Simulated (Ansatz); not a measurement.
`[SiH3][SiH2][SiH2][SiH3]` + H₂ → trisilane + SiH₄ at 500 K and 1 bar (hydrogenolysis of the Si–Si bond).

Isolated molecules relaxed with PBE0-D4/def2-TZVP in Ansatz; ΔE leaves out vibrations. CCSD(T)/CBS adds triple-zeta CCSD(T) − MP2 to the extrapolated MP2 energy (def2 sets, frozen cores). This one scheme is used for every species. Each species was taken in one conformer, which may not be the lowest.

```csv
species,CCSD(T)/CBS energy (Eh),H − E (kJ/mol),S (J/(mol·K))
`[SiH3][SiH2][SiH2][SiH3]`,-1162.31008,285.3,505.1
H₂,-1.17544,41.0,145.5
`[SiH3][SiH2][SiH3]`,-872.02658,224.2,419.1
SiH₄,-291.46306,102.4,230.9
```

H − E and S are ideal-gas, rigid-rotor, harmonic terms from PBE0-D4/def2-TZVP, for one conformer and one mirror image of each species. The MP2-based limit puts H₂ 0.8 mEh under its directly extrapolated value; such offsets cancel only in part. 1 Eh = 2625.50 kJ/mol, R = 8.31446 J/(mol·K).

Q: By hand: ΔE, ΔH, ΔS and ΔG.

A: ΔE = (-872.02658) + (-291.46306) − (-1162.31008) − (-1.17544) = -0.00412 Eh = -10.8 kJ/mol. Δ(H − E) = 224.2 + 102.4 − 285.3 − 41.0 = 0.3, so ΔH = -10.5 kJ/mol. ΔS = 419.1 + 230.9 − 505.1 − 145.5 = -0.6 J/(mol·K). ΔG = -10.5 − 500 × (-0.6)/1000 = -10.2 kJ/mol.

Q: By hand: the equilibrium constant, and the temperature at which ΔG would vanish if ΔH and ΔS stayed fixed.

A: log₁₀ K = −ΔG/(RT ln 10) = 1.1. ΔG = 0 at ΔH/ΔS = 17500 K, far beyond where these terms or the molecules hold.

The number of gas molecules stays the same, so ΔS is small and ΔH decides. A doubt of 5 kJ/mol in ΔE shifts log₁₀ K by 0.5 here. Other conformers and mirror images would add mixing entropy, several J/(mol·K) or more a flexible species. Modes under 60 cm⁻¹, often nearly free rotors, make the harmonic entropy too high. These are equilibria of isolated gas molecules and say nothing of rates. Largest T1 diagnostic: 0.014 (customary marks: 0.02 for closed shells, 0.045 for open ones).
